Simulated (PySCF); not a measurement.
Compound: C2H5ClSi.
Atom-mapped SMILES: `[Cl:1][C@@H:2]1[CH2:3][SiH2:4]1` (hydrogens: H5 on C2; H6, H7 on C3; H8, H9 on Si4)

The same species was optimised twice, with GFN2-xTB and with PBE0-D3(BJ)/def2-SVP (PySCF), and the same property calculations (PySCF, gas phase) were run on both structures.

| coordinate | GFN2-xTB | PBE0-D3(BJ)/def2-SVP | change |
| --- | --- | --- | --- |
| Si4–H8 (Å) | 1.447 | 1.481 | +0.034 |
| Si4–H9 (Å) | 1.451 | 1.484 | +0.033 |
| C2–Si4 (Å) | 1.898 | 1.870 | -0.028 |
| C3–Si4 (Å) | 1.885 | 1.867 | -0.018 |
| C3–H6 (Å) | 1.081 | 1.096 | +0.015 |
| C3–H7 (Å) | 1.082 | 1.096 | +0.014 |
| C2–H5 (Å) | 1.083 | 1.095 | +0.012 |
| Cl1–C2 (Å) | 1.768 | 1.769 | +0.001 |
| C2–C3 (Å) | 1.528 | 1.528 | 0.000 |
| Si4–C2–H5 (°) | 122.9 | 119.1 | -3.8 |
| H8–Si4–H9 (°) | 119.8 | 116.3 | -3.5 |
| C2–Si4–H9 (°) | 116.3 | 118.9 | +2.6 |
| Si4–C3–H6 (°) | 119.1 | 116.6 | -2.5 |
| C3–Si4–H9 (°) | 118.2 | 120.0 | +1.8 |
| Cl1–C2–H5 (°) | 108.7 | 110.4 | +1.7 |
| Cl1–C2–C3 (°) | 115.9 | 117.4 | +1.5 |
| H6–C3–H7 (°) | 111.4 | 112.8 | +1.4 |

Rotational constants: A = 10543, B = 2669, C = 2365 MHz (GFN2-xTB) against A = 10595, B = 2668, C = 2365 MHz (PBE0-D3(BJ)/def2-SVP). Point groups within 0.08 Å: C1 and C1.

On the GFN2-xTB structure: HOMO (eV) -6.99 [PBE0/pcSseg-1]; LUMO (eV) -0.20 [PBE0/pcSseg-1]; dipole (D) 2.23 [PBE0/pcSseg-1]; GIAO shielding of Cl1 (ppm) 828.1 [PBE0/pcSseg-1]; GIAO shielding of C2 (ppm) 154.8 [PBE0/pcSseg-1]; GIAO shielding of C3 (ppm) 178.6 [PBE0/pcSseg-1]; GIAO shielding of Si4 (ppm) 489.5 [PBE0/pcSseg-1].

Task: What do these properties become on the PBE0-D3(BJ)/def2-SVP structure?

Result: 
```json
{"property": "HOMO (eV)", "level": "PBE0/pcSseg-1", "on GFN2-xTB": "-6.99", "on PBE0-D3(BJ)/def2-SVP": "-7.03", "change": "-0.04"}
{"property": "LUMO (eV)", "level": "PBE0/pcSseg-1", "on GFN2-xTB": "-0.20", "on PBE0-D3(BJ)/def2-SVP": "-0.16", "change": "+0.04"}
{"property": "dipole (D)", "level": "PBE0/pcSseg-1", "on GFN2-xTB": "2.23", "on PBE0-D3(BJ)/def2-SVP": "2.12", "change": "-0.11"}
{"property": "energy, GFN2-xTB geometry as zero (kcal/mol)", "level": "PBE0/pcSseg-1", "on GFN2-xTB": "0.0", "on PBE0-D3(BJ)/def2-SVP": "-1.1", "change": "-1.1"}
{"property": "GIAO shielding of Cl1 (ppm)", "level": "PBE0/pcSseg-1", "on GFN2-xTB": "828.1", "on PBE0-D3(BJ)/def2-SVP": "827.1", "change": "-1.0"}
{"property": "GIAO shielding of C2 (ppm)", "level": "PBE0/pcSseg-1", "on GFN2-xTB": "154.8", "on PBE0-D3(BJ)/def2-SVP": "154.8", "change": "0.0"}
{"property": "GIAO shielding of C3 (ppm)", "level": "PBE0/pcSseg-1", "on GFN2-xTB": "178.6", "on PBE0-D3(BJ)/def2-SVP": "178.8", "change": "+0.2"}
{"property": "GIAO shielding of Si4 (ppm)", "level": "PBE0/pcSseg-1", "on GFN2-xTB": "489.5", "on PBE0-D3(BJ)/def2-SVP": "480.1", "change": "-9.4"}
```

The heavy atoms differ by 0.016 Å rms after alignment. Among all bonds Si4–H8 and Si4–H9 change most and about equally (+0.033 to +0.034 Å). Changes are differences of the printed values. Neither structure is proved a minimum here.
